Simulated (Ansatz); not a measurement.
Geometry optimisation, UKS LDA/def2-SVP (Ansatz 0.2.0).

Input:

```yaml
crystal:
  periodic: [false, false, false]
  atoms:
    - { symbol: B, position_ang: [-1.2861, 0.9024, 0.1415] }
    - { symbol: C, position_ang: [0.1081, 0.484, -0.332] }
    - { symbol: "N", position_ang: [0.0411, -0.8125, -0.9444] }
    - { symbol: Si, position_ang: [0.9401, -0.7831, 0.7292] }
    - { symbol: H, position_ang: [-2.1949, 1.0593, -0.6863] }
    - { symbol: H, position_ang: [-1.5279, 1.281, 1.2498] }
    - { symbol: H, position_ang: [0.8072, 1.2031, -0.8561] }
    - { symbol: H, position_ang: [0.8917, -0.8639, -1.6313] }
    - { symbol: H, position_ang: [-0.75964, -1.47004, -0.8546] }
    - { symbol: H, position_ang: [2.3087, -1.0464, 0.6038] }
magnetization:
  spin_polarized: true
basis:
  gaussian: { orbitals: def2-SVP }
hamiltonian:
  xc: lda
relax:
  f_tol: 0.02
  max_steps: 50
```

Launched with:

```bash
$ ansatz run input.yaml --threads 2 --pin off --max-ram 3072MiB --backend cpu --events-out ev --progress --plain --runs-dir out
```

Where does it end, and by what steps?

The run converged. After 15 steps the energy has fallen by 2.794 eV; H5 moved furthest, 1.32 Å. Joined: B1–Si4.

| step | energy less start (eV) | largest force component (eV/Å) | accepted |
| --- | --- | --- | --- |
| 0 | 0.0000 | 3.635 | yes |
| 1 | -1.2380 | 1.312 | yes |
| 2 | -1.6258 | 0.844 | yes |
| 3 | -1.8583 | 0.745 | yes |
| 4 | -2.1076 | 0.643 | yes |
| 5 | -2.3114 | 0.589 | yes |
| 6 | -2.5038 | 0.462 | yes |
| 7 | -2.6722 | 0.639 | yes |
| 8 | -2.7032 | 1.206 | yes |
| 9 | -2.7325 | 0.474 | yes |
| 10 | -2.7873 | 0.196 | yes |
| 11 | -2.7918 | 0.145 | yes |
| 12 | -2.7935 | 0.032 | yes |
| 13 | -2.7935 | 0.041 | yes |
| 14 | -2.7938 | 0.025 | yes |
| 15 | -2.7939 | 0.005 | yes |

```xyz
10
Properties=species:S:1:pos:R:3
B -1.060 0.797 0.316
C 0.100 0.553 -0.594
N 0.169 -0.778 -1.130
Si 0.252 -0.905 0.849
H -2.049 0.080 0.184
H -1.117 1.795 1.011
H 1.002 1.167 -0.752
H 0.989 -1.036 -1.697
H -0.715 -1.127 -1.534
H 1.758 -0.591 0.765
```

The run took 19 s on 2 threads of Intel(R) Xeon(R) Platinum 8375C CPU @ 2.90GHz (Ice Lake), with other jobs on the host, peak memory 0.18 GiB.
